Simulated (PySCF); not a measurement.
**Ionisation energy of Al⁺ by level of theory**

Al⁺ [Ne] 3s2 (1S) → Al²⁺ [Ne] 3s1 (2S), as a difference of total energies. Computed with PySCF 2.14 in x2c-TZVPPall, with the spin-free X2C one-electron Hamiltonian (Gaussian nucleus). Correlated levels: valence: [Ne] frozen. The calculations carry no spin-orbit coupling.

Problem. Order these methods by the ionisation energy they give, lowest first.
A. UHF
B. SCS-MP2 (valence)
C. CCSD (valence)
D. MP2 (valence)

Solution. A (17.559 eV), D (18.307 eV), B (18.456 eV), C (18.625 eV).

Errors of the correlated levels include the incompleteness of this basis and the frozen core.

With two correlated electrons CCSD is exact in that space.

For comparison: 18.829 eV (measured; NIST Atomic Spectra Database, ionization energies).
